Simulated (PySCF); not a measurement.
PySCF 2.14 output of an unrestricted r2SCAN calculation on a single atom or ion in x2c-SVPall, with the spin-free X2C one-electron Hamiltonian (Gaussian nucleus):

```
SCF conv_tol = 1e-09
number electrons alpha = 27  beta = 26
    J. W. Furness, A. D. Kaplan, J. Ning, J. P. Perdew, and J. Sun.,  J. Phys. Chem. Lett. 11, 8208-8215 (2020)
    J. W. Furness, A. D. Kaplan, J. Ning, J. P. Perdew, and J. Sun.,  J. Phys. Chem. Lett. 11, 9248-9248 (2020)
    J. W. Furness, A. D. Kaplan, J. Ning, J. P. Perdew, and J. Sun.,  J. Phys. Chem. Lett. 11, 8208-8215 (2020)
    J. W. Furness, A. D. Kaplan, J. Ning, J. P. Perdew, and J. Sun.,  J. Phys. Chem. Lett. 11, 9248-9248 (2020)
cycle= 1 E= -7114.80138546932  delta_E= -0.00387  |g|= 0.0103  |ddm|= 0.252
cycle= 2 E= -7114.80144533583  delta_E= -5.99e-05  |g|= 0.00654  |ddm|= 0.0468
cycle= 3 E= -7114.80146785226  delta_E= -2.25e-05  |g|= 0.000347  |ddm|= 0.0165
cycle= 4 E= -7114.80146790374  delta_E= -5.15e-08  |g|= 4.26e-05  |ddm|= 0.0006
cycle= 5 E= -7114.80146790614  delta_E= -2.4e-09  |g|= 4.88e-06  |ddm|= 0.000197
cycle= 6 E= -7114.80146790618  delta_E= -3.46e-11  |g|= 2.15e-07  |ddm|= 2.91e-05
converged SCF energy = -7114.80146790618  <S^2> = 0.75240488  2S+1 = 2.0024034
```

The run itself started from symmetry-adapted Hartree-Fock orbitals and held the occupation by maximum overlap, on a logarithmic radial grid, so the iterations belong to that start.

Q: Which element, charge and spin multiplicity is this?

A: I (iodine, neutral), multiplicity 2; the state was [Kr] 4d10 5s2 5p5, 2P determinant.
